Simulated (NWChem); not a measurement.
## Basis-set convergence for H$_{3}$NSSi

```xyz
6

Si     0.1316    -0.9486     0.0000
N     -1.5765    -0.7017     0.0000
H     -2.2053    -1.5006     0.0000
H     -2.0886     0.1784     0.0000
S      0.7153     1.1633     0.0000
H      2.0416     0.9013     0.0000
```
Charge 0, spin multiplicity 1.

All runs are NWChem calculations. Structure: optimised with B3LYP/def2-SVP, a minimum by its harmonic frequencies. It is one conformer; others weren't searched.

Quantity: dipole moment at the level PBE.

The Pople sets run with spherical d functions. The structure started from a generated list of species.

```json
[
 {"basis": "STO-3G", "functions": "26", "dipole moment (D)": "1.34"},
 {"basis": "3-21G", "functions": "41", "dipole moment (D)": "2.29"},
 {"basis": "pcseg-1", "functions": "65", "dipole moment (D)": "1.71"},
 {"basis": "cc-pVDZ", "functions": "65", "dipole moment (D)": "?"},
 {"basis": "def2-SVP", "functions": "65", "dipole moment (D)": "?"},
 {"basis": "6-311G**", "functions": "88", "dipole moment (D)": "1.80"},
 {"basis": "6-311++G**", "functions": "103", "dipole moment (D)": "1.49"},
 {"basis": "pcseg-2", "functions": "140", "dipole moment (D)": "1.54"},
 {"basis": "def2-TZVPP", "functions": "157", "dipole moment (D)": "1.54"},
 {"basis": "aug-cc-pVTZ", "functions": "215", "dipole moment (D)": "?"}
]
```

### Question
Some entries are withheld; supply them.

### Answer

- cc-pVDZ, dipole moment (D): 1.68
- def2-SVP, dipole moment (D): 1.61
- aug-cc-pVTZ, dipole moment (D): 1.52
